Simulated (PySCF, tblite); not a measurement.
Q: Give a PBE0-D3(BJ)/def2-SVP geometry of [MoO3S]2-, `[O]=[Mo-2](=[O])(=[O])=[S]`. (Charge -2 and singlet state.)

A: 
Z-matrix in Å and degrees, rows numbered from 1:
```
Mo
O   1  1.7431
O   1  1.7420  2  108.58
O   1  1.7427  2  108.62  3  -118.04
S   1  2.2874  2  110.58  3   120.90
```

Mo1 (molybdenum bonded to 3 O and S) is tetrahedral (angles from 108.6° to 110.6°). All 3 Mo–O bonds measure 1.742 to 1.743 Å.

Level of theory: PySCF, PBE0-D3(BJ)/def2-SVP geometry optimisation, gas phase, def2 core potentials past Kr.

Point group: C3v (tolerance 0.08 Å). No frequency check. Whether so highly charged an anion holds all its electrons in the gas phase wasn't checked; a finite basis holds them in any case. No counter-ion or solvent screens the charge of this multiply charged ion. The geometry's basis has no diffuse functions, a weakness for an anion.


**Question.** What does the PBE0-D3(BJ)/def2-SVP structure of `ClCC(=[Se])C` look like in three dimensions?

**Answer.** 
Z-matrix in Å and degrees, rows numbered from 1:
```
C 
C   1  1.4888
Se  2  1.7643  1  123.39
C   2  1.5001  1  117.17  3  -177.17
Cl  4  1.7959  2  112.95  1   -49.41
H   1  1.1024  2  109.60  3  -122.24
H   1  1.0958  2  111.66  3    -0.18
H   1  1.1046  2  109.93  3   121.63
H   4  1.0956  2  111.15  1  -170.77
H   4  1.1025  2  109.24  1    68.79
```

Of the pairs four or more bonds apart, Cl5···H6 is among the closest relative to their van der Waals radii: 2.74 Å, 93 % of the sum of Bondi's values.

The calculation used PySCF, PBE0-D3(BJ)/def2-SVP geometry optimisation, gas phase.

Point group: C1 (no symmetry element, even within 0.4 Å). No PBE0-D3(BJ)/def2-SVP frequencies stand behind this structure, so it isn't proved a minimum. The numbers are those of one conformer (C1–C2–C4–Cl5 -49°).


**Question.** Write Cartesian coordinates for `C#CC#P` as optimised with GFN2-xTB.

**Answer.** 
```xyz
5
C3HP angstrom
C     -1.363   -0.057    0.057
C     -0.152   -0.007    0.026
C      1.186    0.049   -0.009
P      2.749    0.117   -0.047
H     -2.410   -0.099    0.085
```

Any rigid rotation of these coordinates is as good. Atoms count from 1 in this order. The C–C distances run from 1.212 Å (C1≡C2, drawn triple) to 1.340 Å (C2–C3, drawn single), a spread of 0.128 Å.

Bonds between heavy atoms (Å): C1≡C2 1.212, C2–C3 1.340, C3≡P4 1.565.

Computed geometry: GFN2-xTB, gas phase.

Point group: C∞v (every atom within 0.08 Å of its image). Its GFN2-xTB frequencies are all real (lowest 162 cm⁻¹).
